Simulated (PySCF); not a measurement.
# Working with the constants of GeBi

UHF-CCSD(T) constants of GeBi, ²Π (doublet), unpaired electrons π ↑ (basis Ge cc-pVDZ-PP with ECP10, Bi cc-pVDZ-PP with ECP60; scalar-relativistic core potentials; PySCF 2.14; masses 73.9212 and 208.9804 u):

* ωe: 229.4 cm⁻¹
* ωexe: 0.603 cm⁻¹
* Be: 0.046483 cm⁻¹
* αe: 0.000142 cm⁻¹
* D (centrifugal): 7.63e-09 cm⁻¹
* De to Ge + Bi: 1.82 eV

Question: Give the vibrational terms G(v) and spacings up to v = 6.

Answer: G(v) = ωe(v+½) − ωexe(v+½)².

```csv
v,G(v) (cm⁻¹),G(v) − G(v−1),Bv (cm⁻¹)
0,114.5,,0.04641
1,342.7,228.2,0.04627
2,569.7,227.0,0.04613
3,795.5,225.8,0.04599
4,1020.1,224.6,0.04584
5,1243.5,223.4,0.04570
6,1465.6,222.2,0.04556
```

Question: How well does the Morse estimate ωe²/(4ωexe) reproduce De, and what is D0?

Answer: It gives 2.71 eV, 149 % of the computed De. D0 = De − G(0) = 1.82 − 0.01 = 1.81 eV.

Correlated steps freeze 8 core orbitals. Correlated levels converge slowly with the basis: in double zeta they bind strong bonds too weakly, by up to about 1 eV, and carry superposition errors of some tenths. Spin–orbit coupling is left out, which matters for elements this heavy, above all for dissociation energies. The state was picked by a PBE0 search and need not be the measured ground state.
